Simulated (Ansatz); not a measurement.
One change: `O[SiH]([SiH3])[SiH2]S` becomes `CC[SiH](O)[SiH3]`.

Ansatz, PBE0-D4/def2-TZVP geometries, multiplicity 1. Each molecule was computed in one conformer, which needn't be the lowest.

| property | `O[SiH]([SiH3])[SiH2]S` |
| --- | --- |
| HOMO–LUMO gap (B3LYP/def2-TZVPP) / eV | 5.92 |
| HOMO energy (PBE/def2-TZVPP) / eV | -6.21 |
| size of the dipole moment (ωB97M-V/def2-TZVPP) / D | 1.01 |
| size of the dipole moment (PBE/def2-TZVPP) / D | 0.97 |
| LUMO energy (PBE/def2-TZVPP) / eV | -1.84 |
| HOMO energy (ωB97M-V/def2-TZVPP) / eV | -9.32 |

Give the same properties after the change, and the shifts. (An estimate is asked.)

Ansatz gave: 
| property | `CC[SiH](O)[SiH3]` | shift |
| --- | --- | --- |
| HOMO–LUMO gap (B3LYP/def2-TZVPP) / eV | 7.15 | 1.23 |
| HOMO energy (PBE/def2-TZVPP) / eV | -6.46 | -0.25 |
| size of the dipole moment (ωB97M-V/def2-TZVPP) / D | 1.81 | 0.80 |
| size of the dipole moment (PBE/def2-TZVPP) / D | 1.81 | 0.84 |
| LUMO energy (PBE/def2-TZVPP) / eV | -0.96 | 0.88 |
| HOMO energy (ωB97M-V/def2-TZVPP) / eV | -9.74 | -0.42 |

With PBE0 the HOMO falls by 0.34 eV and the LUMO rises by 0.94 eV, so the gap widens by about 1.28 eV. PBE moves the HOMO by -0.25 eV and ωB97M-V by -0.42 eV. Dipoles are sizes alone; their direction can turn.

Positive LUMOs are unbound, so they and the gaps depend on the basis.

B3LYP here is the variant with VWN-RPA as its local correlation; programs differ in this.
